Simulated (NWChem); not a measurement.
Species: C2H7FGe; SMILES [GeH]([CH3])([F])[CH3]

All runs: NWChem. Geometry: optimised at PBE0/def2-SVP. Level M06-L/def2-SVP: energy and gradient on several grids; changes count from the extra-fine grid, which is no exact limit either.

| grid | size of the energy change (μHa) | largest change of a gradient component (μHa/bohr) | time, medium = 1 (rough) |
|---|---|---|---|
| xcoarse | 4000 | 10000 | about 1 |
| coarse | 1000 | 2000 | about 1 |
| medium | 70 | 500 | about 1 |
| fine | < 10 | 200 | about 1 |
| xfine | < 10 | < 30 | 2 |
